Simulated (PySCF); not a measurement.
## Vibration and rotation of WI

TPSSh constants of WI, ⁶Σ⁺ (sextet), unpaired electrons σ ↑, π ↑↑, δ ↑↑ (basis W def2-TZVPP with ECP60, I def2-TZVPP with ECP28; scalar-relativistic core potentials; PySCF 2.14; masses 183.9509 and 126.9045 u):

* ωe: 197.0 cm⁻¹
* ωexe: 0.369 cm⁻¹
* Be: 0.032608 cm⁻¹
* αe: 8.1e-05 cm⁻¹
* D (centrifugal): 3.57e-09 cm⁻¹

(1) Give the vibrational terms G(v) and spacings up to v = 6.

De is left out where the level can put another filling of the metal’s s and d shells below the measured ground configuration, by anything from nothing to about 1 eV. Spin–orbit coupling is left out, which matters for elements this heavy, above all for dissociation energies. The state is the lowest single determinant that the PBE0 search found; with open d or f shells the true ground state can be another one.

Answers

(1) G(v) = ωe(v+½) − ωexe(v+½)².

```tsv
v	G(v) (cm⁻¹)	G(v) − G(v−1)	Bv (cm⁻¹)
0	98.4		0.03257
1	294.7	196.3	0.03249
2	490.2	195.5	0.03241
3	685.0	194.8	0.03232
4	879.0	194.0	0.03224
5	1072.3	193.3	0.03216
6	1264.9	192.6	0.03208
```
